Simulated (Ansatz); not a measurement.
Reaction (redistribution): `[CH3][In]([CH3])[F]` + `B[CH2][SnH2][F]` → `[CH3][In]([F])[F]` + `B[CH2][SnH2][CH3]`

Isolated molecules relaxed with PBE0-D4/def2-TZVP in Ansatz; ΔE leaves out vibrations. CCSD(T)/CBS is the MP2 limit (def2-TZVPP, def2-QZVPP) plus CCSD(T) − MP2 in def2-TZVPP, frozen cores. DFT in def2-TZVPP. B3LYP here is the variant with VWN-RPA as its local correlation; programs differ in this. Elements past krypton have def2 core potentials. For In, Sn outer-core shells are correlated without core-valence functions, which leaves a few kJ/mol of doubt a bond. Each species was taken in one conformer, which may not be the lowest.

| level | ΔE (kcal/mol) | difference from CCSD(T)/CBS |
| --- | --- | --- |
| PBE-D4 | -0.9 | 0.4 |
| r2SCAN-D4 | -0.4 | 0.9 |
| PBE0-D4 | -0.8 | 0.5 |
| B3LYP-D4 | -0.2 | 1.1 |
| ωB97X-V | -0.4 | 0.9 |
| ωB97M-V | -0.5 | 0.8 |
| B2PLYP | -0.4 | 0.9 |
| PBE | -0.4 | 0.9 |
| r2SCAN | -0.2 | 1.1 |
| PBE0 | -0.4 | 0.9 |
| B3LYP | 0.5 | 1.8 |
| HF/def2-TZVPP | 0.1 | 1.4 |
| MP2/def2-TZVPP | -1.5 | -0.2 |
| SCS-MP2/def2-TZVPP | -1.0 | 0.3 |
| CCSD/def2-TZVPP | -0.8 | 0.5 |
| CCSD(T)/def2-TZVPP | -1.2 | 0.1 |
| HF/def2-QZVPP | 0.3 | 1.6 |
| MP2/def2-QZVPP | -1.4 | -0.1 |
| SCS-MP2/def2-QZVPP | -1.0 | 0.3 |
| HF/CBS(def2) | 0.4 | 1.7 |
| MP2/CBS(def2) | -1.5 | -0.2 |
| CCSD/CBS(def2) | -0.9 | 0.4 |
| CCSD(T)/CBS | -1.3 | 0 |

Largest T1 diagnostic among the species: 0.016.

In def2-TZVPP, CCSD(T) changes the Hartree–Fock value by −1.4 kcal/mol (the triples alone add −0.4 kcal/mol) and MP2 by −1.6 kcal/mol.
